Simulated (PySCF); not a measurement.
# How methods differ on the ionisation energy of Sn⁺

Sn⁺ [Kr] 4d10 5s2 5p1 [5p1/2^1, M_J = 1/2] → Sn²⁺ [Kr] 4d10 5s2, as a difference of total energies. All numbers are calculated (PySCF 2.14, the two-component X2C-1e Hamiltonian, in x2c-SVPall-2c (6s8p4d, 50 functions)). Correlated levels: [Ar] 3d10 frozen; the 6 highest virtual spinors dropped. "Screened" scales the spin-orbit matrix elements by Boettger's factors to mimic the two-electron term; Breit and QED terms are absent.

```
                    method  ionisation energy (eV)
           GHF (spin-free)                  13.765
          GMP2 (spin-free)                  13.921
 GHF (screened spin-orbit)                  14.128
GMP2 (screened spin-orbit)                  14.280
```

The spin-free rows lack the spin-orbit shift.

Errors of the correlated levels include the incompleteness of this basis and the frozen core.

Question: Which method comes closest to the reference value, and which is furthest?

Answer: The reference is 14.633 eV (measured; NIST Atomic Spectra Database, ionization energies). Closest: GMP2 (screened spin-orbit) (error -0.353 eV); furthest: GHF (spin-free) (error -0.868 eV).
